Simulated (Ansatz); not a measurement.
A made-up structure of SiHBrO₂, closed shell:

O1  (-0.368, -1.530, 0.831)
Si2  (-0.183, -0.373, 0.172)
O3  (1.101, 0.098, 0.300)
Br4  (-1.641, 0.948, -1.127)
H5  (1.091, 0.857, -0.175)
(Å)

It is relaxed with PBE-D4/def2-SVP and then PBE0-D4/def2-TZVP (Ansatz 0.2.0). Atoms count as bonded within 1.22 times the sum of their covalent radii (H–H: 0.88 Å). The end point is not checked to be a true minimum.

(1) Does its bonding change? (Judge from chemistry; the calculation decides.)

Results:

(1) By the calculation: No: no bond forms or breaks.

Where it ends: The first stage lowers the energy by 4.64 eV in 9 steps. It ends as SiHBrO₂ ([O][Si]([OH])[Br]):
```
5
angstrom
O -0.6457 -1.7224 0.8590
Si -0.2569 -0.4328 0.1848
O 1.1936 0.2650 0.2267
Br -1.5985 0.7988 -1.0207
H 1.3076 1.0915 -0.2499
```

Labels in which every atom is bracketed show which atoms are joined, not bond orders.

For scale, one of the runs: PBE0-D4/def2-TZVP relaxation, 153 basis functions, launched by `ansatz run in.yaml --threads 2 --pin off --events-out ev --progress --plain --max-ram 4352MiB`. The run took about 19 s on 2 CPU threads of an Intel Xeon 6975P-C (shared host).
